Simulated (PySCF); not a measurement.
# Ionisation energy of V²⁺ by level of theory

V²⁺ [Ar] 3d3 (4F) → V³⁺ [Ar] 3d2 (3F), as a difference of total energies. All numbers are calculated (PySCF 2.14, the non-relativistic Hamiltonian (point nucleus), in def2-SVP (5s3p2d1f, 31 functions)). Correlated levels: valence: [Ar] frozen. The calculations carry no spin-orbit coupling.

Task: Order these methods by the ionisation energy they give, lowest first.
A. SCS-MP2 (valence)
B. LDA
C. UHF
D. PBE

Result: C (28.771 eV), A (28.847 eV), D (30.493 eV), B (30.691 eV).

These non-relativistic numbers lack the scalar-relativistic shift.

The reference lies between the lowest fine-structure levels, while these numbers refer to the centres of the terms.

Errors of the correlated levels include the incompleteness of this basis and the frozen core.

For comparison: 29.311 eV (measured; NIST Atomic Spectra Database, ionization energies).
